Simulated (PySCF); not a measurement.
**Substituent effects on core binding energies**

Parent: `FB(F)[SiH3]`, numbered `[F:1][B:2]([F:3])[SiH3:4]`. One hydrogen on Si4 is replaced. Method: delta-SCF UKS SCAN, pcX-2 on the ionised atom, pcseg-1 elsewhere, spin-free X2C (PySCF 2.14.0). These are vertical core ionisation energies against the vacuum level, from separate self-consistent calculations with and without the core hole. Geometries: PBE0-D3(BJ)/def2-SVP; isolated species, one conformer each.

The parent's lines: B2 B 1s 199.66 eV; F1/F3 F 1s 693.70 eV; Si4 Si 1s 1846.84 eV; Si4 Si 2p3/2 107.14 eV.

Spin–orbit and ligand-field terms were added within each 2p shell after the spin-free SCF. 2p1/2 minus 2p3/2 (ligand field included): Si 0.62 eV.

Task: How do the binding energies of the substituted atom and of the parent's carbons near it change?

Result: Changes against the parent, in eV:

```json
{"substituent": "BMe2", "molecule": "CB(C)[SiH2]B(F)F", "Si 2p3/2 of the substituted atom": "106.11", "its change": "-1.03"}
{"substituent": "CH3", "molecule": "C[SiH2]B(F)F", "Si 2p3/2 of the substituted atom": "106.75", "its change": "-0.39"}
{"substituent": "NH2", "molecule": "N[SiH2]B(F)F", "Si 2p3/2 of the substituted atom": "107.08", "its change": "-0.06"}
{"substituent": "SH", "molecule": "FB(F)[SiH2]S", "Si 2p3/2 of the substituted atom": "107.46", "its change": "+0.32"}
```

At the substituted atom the change runs from -1.03 eV (BMe2) to +0.32 eV (SH).

Task: List all computed levels of each derivative.

Result: 
- `CB(C)[SiH2]B(F)F`: B 1s: 195.64 (area 1), 198.77 (area 1) eV; C 1s: 290.26 eV; F 1s: 693.25 eV; Si 1s: 1845.76 eV; Si 2p3/2: 106.11 eV
- `C[SiH2]B(F)F`: B 1s: 199.31 eV; C 1s: 290.58 eV; F 1s: 693.50 eV; Si 1s: 1846.46 eV; Si 2p3/2: 106.75 eV
- `N[SiH2]B(F)F`: N 1s: 404.94 eV; F 1s: 693.57 eV; Si 1s: 1846.90 eV; Si 2p3/2: 107.08 eV
- `FB(F)[SiH2]S`: B 1s: 199.57 eV; F 1s: 693.84 eV; Si 1s: 1847.24 eV; Si 2p3/2: 107.46 eV; S 1s: 2477.41 eV

Areas count equivalent atoms. Spin–orbit coupling isn't in the SCF: each 2p doublet comes from a relaxed spin-free hole plus a matrix of the shell (mean-field spin–orbit coupling and the ground-state 2p splitting), with 2p3/2 averaged over its two sublevels. 2 of these hole states are spin-contaminated (⟨S²⟩ up to 0.99, against 0.75; counted from 0.85) and less certain. Lists may lack sites without a reliable hole state.
